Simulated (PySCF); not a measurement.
# Steps of a relaxation of Ce(NH2)3

Ce(NH2)3 (singlet in the valence; each metal's 4f electrons, 1 of them, lie in its core potential, out of spins and levels). PySCF 2.14.0, RKS PBE0, Ce lcecp-1-SVP with ECP47, N def2-SVP, H def2-SVP; non-relativistic Hamiltonian with scalar-relativistic core potentials where named; density fitting; no spin-orbit coupling. Origin of the start: displaced along the imaginary mode. Columns: position (Å) and force (eV/Å). Energies are counted from the last step; some of the 47 steps are shown. Forces carry noise of the integration grid, about 0.01 to 0.03 eV/Å.

Run from Python with OMP_NUM_THREADS=2. Where DIIS fails, smearing, a level shift and second-order steps follow.
It took 3.7 min on 2 threads of Arm Neoverse V1, on a shared host, from the converged density of the start.

```xyz
10
step 0  E = 0.963 eV
Ce    0.0000    0.0000    0.0000     0.01    0.01   -0.01
N     2.3144    0.0000   -0.0045     1.08    0.02   -0.03
H     2.9384   -0.2499    0.8050    -0.56    0.17   -1.13
H     2.9509    0.2500   -0.8038    -0.57   -0.18    1.12
N    -1.1572    2.0043   -0.0097    -0.32    0.63   -0.07
H    -1.6344    2.4409    0.8058     0.20   -0.30   -0.73
H    -1.3104    2.6594   -0.8030     0.15   -0.35    0.72
N    -1.1572   -2.0044    0.0142    -0.02   -0.07    0.14
H    -1.4346   -2.5949    0.8024     0.04    0.01   -0.07
H    -1.5100   -2.5055   -0.8064    -0.01    0.07    0.07
```

```xyz
10
step 15  E = 0.121 eV
Ce    0.0387   -0.0247   -0.1858     0.07    0.14    0.05
N     2.3134    0.0092   -0.0564     0.22   -0.07    0.03
H     2.9052   -0.8152    0.1110    -0.11    0.26   -0.03
H     2.9559    0.8071   -0.1082    -0.08   -0.19    0.03
N    -1.1353    1.9365   -0.1841    -0.70   -0.11    0.10
H    -2.1503    2.0030    0.0330     0.72    0.01   -0.19
H    -0.8285    2.8959   -0.3472    -0.01    0.04    0.04
N    -1.1334   -1.9264    0.2552     0.27   -0.22    0.08
H    -0.9932   -2.7957    0.7763     0.07    0.14   -0.07
H    -1.9725   -2.0897   -0.2938    -0.45   -0.01   -0.04
```

```xyz
10
step 31  E = 0.013 eV
Ce   -0.0126   -0.0369   -0.2006     0.05    0.17    0.00
N     2.2595   -0.0060   -0.0213    -0.07   -0.11   -0.03
H     2.9036   -0.7985    0.0138    -0.02    0.00    0.05
H     2.8522    0.8206    0.0442     0.07    0.10   -0.01
N    -1.1240    1.9627   -0.2361     0.03   -0.05   -0.01
H    -2.1320    2.1251   -0.2462    -0.04   -0.02    0.02
H    -0.7130    2.8984   -0.2093     0.04   -0.03   -0.02
N    -1.1386   -1.9763    0.1904     0.00   -0.07    0.03
H    -0.7460   -2.8659    0.5103    -0.04    0.05   -0.08
H    -2.1490   -2.1231    0.1548     0.00   -0.03    0.04
```

Where does the relaxation end?

It converges at step 46 in nearly C3v:
```xyz
10
step 46  E = 0
Ce   -0.0080   -0.0190   -0.1638
N     2.2670   -0.0045   -0.0101
H     2.8884   -0.8022    0.1395
H     2.8838    0.8098   -0.0425
N    -1.1362    1.9615   -0.2430
H    -2.1450    2.1189   -0.2074
H    -0.7225    2.8956   -0.2640
N    -1.1398   -1.9663    0.1903
H    -0.7369   -2.8912    0.3531
H    -2.1509   -2.1026    0.2479
```

How did the contacts change?


```json
{"contact": "Ce1–N2 (NH2)", "start (Å)": "2.314", "end (Å)": "2.280"}
{"contact": "Ce1–N5 (NH2)", "start (Å)": "2.314", "end (Å)": "2.281"}
{"contact": "Ce1–N8 (NH2)", "start (Å)": "2.314", "end (Å)": "2.280"}
```


No frequency check is given that shows the relaxed geometry to be a minimum, and it was reached by following one of several unstable modes of a saddle point. An lcecp potential fixes the number of 4f electrons, so in runs with it no electron can move into or out of that shell.
